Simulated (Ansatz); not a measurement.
`[NH]1[AlH][SiH2]1` and `[Br][Al]1[NH][SiH2]1` differ in one atom or group.

Ansatz, PBE0-D4/def2-TZVP geometries, multiplicity 1. 

Scalar relativity is left out up to krypton.

```csv
property,`[NH]1[AlH][SiH2]1`
size of the dipole moment (B3LYP/def2-TZVPP) / D,1.12
LUMO energy (B3LYP/def2-TZVPP) / eV,-1.26
zero-point energy (PBE0-D4/def2-TZVP) / kJ/mol,102.6
HOMO–LUMO gap (B3LYP/def2-TZVPP) / eV,5.05
size of the dipole moment (ωB97M-V/def2-TZVPP) / D,1.17
HOMO energy (PBE0/def2-TZVPP) / eV,-6.49
```

Problem. What does the change do to each property? (Best estimate.)

Solution. The calculation gave: 
| property | `[Br][Al]1[NH][SiH2]1` | shift |
| --- | --- | --- |
| size of the dipole moment (B3LYP/def2-TZVPP) / D | 0.77 | -0.35 |
| LUMO energy (B3LYP/def2-TZVPP) / eV | -1.79 | -0.53 |
| zero-point energy (PBE0-D4/def2-TZVP) / kJ/mol | 89.2 | -13.4 |
| HOMO–LUMO gap (B3LYP/def2-TZVPP) / eV | 4.86 | -0.19 |
| size of the dipole moment (ωB97M-V/def2-TZVPP) / D | 0.77 | -0.40 |
| HOMO energy (PBE0/def2-TZVPP) / eV | -6.84 | -0.35 |

With PBE0 the HOMO falls by 0.35 eV and the LUMO falls by 0.51 eV, so the gap narrows by about 0.16 eV. PBE moves the HOMO by -0.32 eV and ωB97M-V by -0.36 eV. Dipoles are sizes alone; their direction can turn.

B3LYP here is the variant with VWN-RPA as its local correlation; programs differ in this.

Spin–orbit coupling is left out; it splits and shifts lone-pair levels of the heavy atoms by tenths of an eV.
